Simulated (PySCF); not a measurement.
**Electron correlation in Ti (titanium, neutral)**

[Ar] 3d2 4s2, high-spin 3F determinant. All numbers are calculated (PySCF 2.14, the non-relativistic Hamiltonian (point nucleus), in 6-31G*). Frozen: [Ar]; 4 electrons correlated.

MP2 pair energies summed by pair of shells (mhartree):

```csv
pair,energy,share (%)
4s-4s,-16.88,62.4
3d-4s,-6.70,24.8
3d-3d,-3.46,12.8
```

Total MP2 correlation energy: -27.03 mhartree.

Same-spin part -5.99 and opposite-spin part -21.04 mhartree; SCS-MP2 scales them by 1/3 and 6/5 to -27.24 mhartree.
